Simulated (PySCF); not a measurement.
C2H8FNSi2, SMILES C[Si@H]1CN[Si@H]1F.

Geometry: TPSSh-D3(BJ)/def2-SVP. The structure was generated by enumeration; whether it is a known compound was not checked.

All values below come from SMD-ωB97X/def2-SVP in PySCF.

Solvation free energies are E(SMD) − E(gas) at the gas-phase geometry, for 1 M in both phases. In vacuum the dipole moment is 1.89 D.

Computed solvation free energies in water, dimethylsulfoxide, benzene:
```
solvent            ΔG(solv) (kcal/mol)  its non-electrostatic (CDS) part  dipole (D)
-----------------  -------------------  --------------------------------  ----------
water                              0.5                               4.7        2.39
dimethylsulfoxide                 -2.1                               2.1        2.39
benzene                           -2.4                              -0.5        2.12
```
